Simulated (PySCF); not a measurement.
**Mayer bond orders and bond lengths**

C2H7OPSi.
SMILES with atom numbers: `[O:1]=[P@@H:2]1[CH2:3][C@@H:4]1[SiH3:5]` (hydrogens: H6 on P2; H7, H8 on C3; H9 on C4; H10, H11, H12 on Si5)

Geometry (GFN2-xTB, Å), atoms numbered from 1 in this order:
```xyz
12
C2H7OPSi angstrom
O      0.270    2.143    1.164
P     -0.733    1.146    0.781
C     -0.593   -0.615    1.108
C     -0.484   -0.189   -0.394
Si     1.211   -0.305   -1.211
H     -2.059    1.528    0.827
H     -1.442   -1.226    1.374
H      0.332   -0.940    1.567
H     -1.338   -0.482   -0.990
H      2.234    0.259   -0.338
H      1.473   -1.731   -1.430
H      1.132    0.411   -2.484
```

Bond orders from the PBE0/pcSseg-1 density (PySCF). Geometry: GFN2-xTB; no solvent, vibrations or thermal averaging.

Problem. How far do the computed orders between heavy atoms stray from the drawn ones?

Solution. The largest departure is 0.171, at C4–Si5 (drawn single, 0.829). Drawn single, order below 0.88: C3–C4 (0.870) and C4–Si5 (0.829).

Problem. Give the Mayer order of every bond between heavy atoms, beside its length.

Solution. 
```csv
bond,drawn as,length (Å),Mayer order
O1–P2,double,1.465,1.835
P2–C3,single,1.796,0.892
C3–C4,single,1.564,0.870
C4–Si5,single,1.886,0.829
C4–P2,single,1.795,0.893
```

Problem. And the bonds to hydrogen?

Solution. H–P: 0.88 (1 bond); C–H: 0.93 to 0.94 (3 bonds); H–Si: 0.94 to 0.95 (3 bonds).

Problem. Sum the orders of all bonds at each heavy atom with more than one neighbour and set the sums beside the valence in the SMILES.

Solution. P2 4.497 (drawn 5), C3 3.647 (drawn 4), C4 3.521 (drawn 4), Si5 3.675 (drawn 4). Orders between atoms that aren't bonded are not in these sums.

For a closed shell the Mayer order of atoms A and B is Σ (PS)μν (PS)νμ over the basis functions μ on A and ν on B, with P the density and S the overlap matrix.
